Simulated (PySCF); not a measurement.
H3IO3Sn, SMILES [OH][Sn]([OH])([OH])[I].

The structure is a stationary point at PBE-D3(BJ)/def2-SVP. The structure was generated by enumeration; whether it is a known compound was not checked. The def2 effective core potentials stand for the cores of I, Sn; spin–orbit coupling is left out. The values are those of a single conformer.

These are PBE-D3(BJ)/def2-SVP (PySCF) values and carry that method's errors.

Frequencies are harmonic and unscaled.

Modes within 1.5 cm⁻¹ of each other (mostly degenerate sets) share a row, with their intensities summed.

```tsv
mode	ν (cm⁻¹)	IR (km/mol)	moving atoms (share of kinetic energy)
1–2	12	56.3	O 55 %, H 42 %
3–4	114	25.8	O 55 %, Sn 22 %, H 17 %
5	151	1.4	O 61 %, H 20 %, I 18 %
6–7	168	5.3	H 50 %, O 46 %
8	173	41.8	H 56 %, I 21 %, Sn 18 %
9	229	175.7	Sn 35 %, H 24 %, O 23 %, I 18 %
10	578	54.6	O 93 %
11–12	603	132.1	O 83 %, Sn 15 %
13	847	14.4	H 94 %
14–15	873	179.4	H 92 %
16–17	3684	153.7	H 94 %
18	3686	80.6	H 94 %
```
